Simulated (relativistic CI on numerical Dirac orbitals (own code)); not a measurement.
**Mn⁴⁺: M2,3 absorption edge**

Computed with this model: Dirac-Coulomb-Breit CI, KLI orbitals optimised for each configuration, model QED (radiative potential, 1s self-energy scaled to tabulated hydrogen-like ionisation energies), valence Slater integrals scaled by 0.9, multiplet model of core-to-valence dipole absorption; configurations [Ar] 3d3 → [Ne] 3s2 3p5 3d4; 300 K; Lorentzian 1.2 eV and Gaussian 0.3 eV FWHM. Energies are those of the free ion, without screening or charge transfer. The branching ratio is the share of the lower-energy edge in the whole absorption, uncertain by about 0.02 where the edges overlap. S is read from ⟨S²⟩ = S(S + 1).

Field parameters in Wybourne normalisation: Td as Oh with Dq negative (B⁴₀ = 21Dq, B⁴₄ = √(5/14) B⁴₀). The field is a parameter set, without covalency.

Peaks in eV (height, largest 100): 49.5 (6), 50.5 (6), 57.0 (68), 62.0 (100), 68.5 (97).

(1) Which surroundings give this spectrum?
A. Td, 10Dq = -5000 cm⁻¹
B. Td, 10Dq = -10600 cm⁻¹
C. Td, 10Dq = -7800 cm⁻¹
D. free ion

## Answers

(1) A. Td, 10Dq = -5000 cm⁻¹, where the ground state has S = 1.50.
